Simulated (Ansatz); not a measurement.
```xyz
4

N     0.0402   -0.0214   -0.5954
N     0.0352    0.0049    0.6510
H    -0.0212    0.9840   -0.8704
H     0.0364   -0.9629    0.9042
```

Basis set: 6-31G* (spherical functions). Frozen core: 2 orbitals. Charge 0, multiplicity 1.

Computed with Ansatz (development build ahead of 0.2.0); each method stands on the lowest determinant of its kind that the runs found. Restricted open shells among the atoms or ions are ROHF, correlated in semicanonical orbitals with singles.

The atomization energy at this shape (free ground-state atoms in the same class of orbitals less the molecule, no zero-point energy) of singlet N2H2:

| method | atomization energy |
| --- | --- |
| RHF-MP2 | 1053.4 kJ/mol |

(1) What does RHF give?

Results:

(1) 602.4 kJ/mol.
